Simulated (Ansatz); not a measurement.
BrCs, charge -1, doublet, geometry from GFN2-xTB of the parent state (such geometries of metal compounds can be far from the true shape) (a state made from the parent by changing its charge; the spin is typed, not shown lowest) (core potentials on Cs) (a gas-phase anion, which may not be bound at this level); B3LYP/def2-SV(P) (Ansatz, a program for electronic structure).

Ansatz was given this input:
Ansatz 0.2 input:
```yaml
crystal:
  periodic: [false, false, false]
  atoms:
    - {symbol: Cs, position_ang: [-0.00000000, -0.00000000, -1.19327963]}
    - {symbol: Br, position_ang: [0.00000000, 0.00000000, 1.87515370]}
basis:
  gaussian:
    orbitals: def2-SV_P_.json
hamiltonian:
  xc: b3lyp
total_charge: -1
magnetization: {spin_polarized: true, initial_magnetization: 1}
```
The basis file holds def2-SV(P) in the JSON format of the Basis Set Exchange.

Question: Write the output that Ansatz gives for this input, abridged.

Answer: 
```
Functional definition: B3LYP
532 factors; integrals over basis functions are off by at most 3.5e-4 eV
mean field evaluation 1: about -70584.0525 eV, gradient 2.8e1 eV
mean field evaluation 2: about -70583.8796 eV, gradient 3.5e1 eV
mean field evaluation 4: about -70589.9502 eV, gradient 9.2e-1 eV
mean field evaluation 8: about -70589.9923 eV, gradient 4.9e-2 eV
mean field evaluation 16: about -70589.9925 eV, gradient 8.2e-5 eV
mean field evaluation 32: about -70589.5124 eV, gradient 1.0e0 eV
mean field -70589.99253640 eV, -2594.1343780972 hartree, gradient 7.7e-5 eV, S^2 0.750041; 6 other end points of the search recorded, 0 dependent functions left out
reference -70589.99270795 eV, -2594.1343844015 hartree; 23, 22 occupied and 33, 34 virtual orbitals, 532 factors
Total energy: -70589.99270795 eV, -2594.1343844015 hartree
```
